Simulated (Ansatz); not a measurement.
`[OH][In]([OH])[Cl]` and `C[CH2][In]([OH])[Cl]` differ in one atom or group.

Ansatz, PBE0-D4/def2-TZVP geometries, multiplicity 1. Each molecule was computed in one conformer, which needn't be the lowest.

Elements past krypton have def2 core potentials.

| property | `[OH][In]([OH])[Cl]` |
| --- | --- |
| size of the dipole moment (ωB97M-V/def2-TZVPP) / D | 1.52 |
| HOMO–LUMO gap (ωB97M-V/def2-TZVPP) / eV | 10.99 |
| HOMO energy (PBE/def2-TZVPP) / eV | -7.26 |
| HOMO energy (B3LYP/def2-TZVPP) / eV | -8.68 |
| HOMO–LUMO gap (PBE0/def2-TZVPP) / eV | 6.73 |
| size of the dipole moment (B3LYP/def2-TZVPP) / D | 1.53 |

What does the change do to each property? (Estimate.)

Ansatz gave: 
```
                                          property  `C[CH2][In]([OH])[Cl]`  shift
size of the dipole moment (ωB97M-V/def2-TZVPP) / D                    4.77   3.25
           HOMO–LUMO gap (ωB97M-V/def2-TZVPP) / eV                   10.45  -0.54
                 HOMO energy (PBE/def2-TZVPP) / eV                   -6.64   0.62
               HOMO energy (B3LYP/def2-TZVPP) / eV                   -7.67   1.01
              HOMO–LUMO gap (PBE0/def2-TZVPP) / eV                    6.61  -0.12
  size of the dipole moment (B3LYP/def2-TZVPP) / D                    4.82   3.29
```

With PBE0 the HOMO rises by 1.06 eV and the LUMO rises by 0.95 eV, so the gap narrows by about 0.11 eV. PBE moves the HOMO by 0.62 eV and ωB97M-V by 1.25 eV. Dipoles are sizes alone; their direction can turn.

B3LYP here is the variant with VWN-RPA as its local correlation; programs differ in this.
